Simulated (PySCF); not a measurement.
**How methods differ on the excitation energy of N(2+)**

N(2+) [He] 2s2 2p1 (2P) → N(2+) [He] 2s1 2p2 (4P), as a difference of total energies. All numbers are calculated (PySCF 2.14, no relativity, point nucleus, in aug-cc-pwCVTZ (7s6p4d2f, 59 functions)). Correlated levels: valence: 1s2 frozen; valence and next inner shell: nothing frozen. The calculations carry no spin-orbit coupling.

```
                                method  excitation energy (eV)
                                   UHF                   5.163
                                   LDA                   6.553
                                   PBE                   6.631
                                  PBE0                   6.504
                                r2SCAN                   5.845
                                 wB97X                   6.365
                                  TPSS                   6.894
                               wB97M-V                   7.114
                                PBEsol                   6.470
                         MP2 (valence)                   6.410
                     SCS-MP2 (valence)                   6.880
    MP2 (valence and next inner shell)                   6.398
SCS-MP2 (valence and next inner shell)                   6.872
```

Task: How much does correlation contribute at MP2 (valence and next inner shell)?

Result: 6.398 − (5.163) = 1.235 eV, measured against UHF.
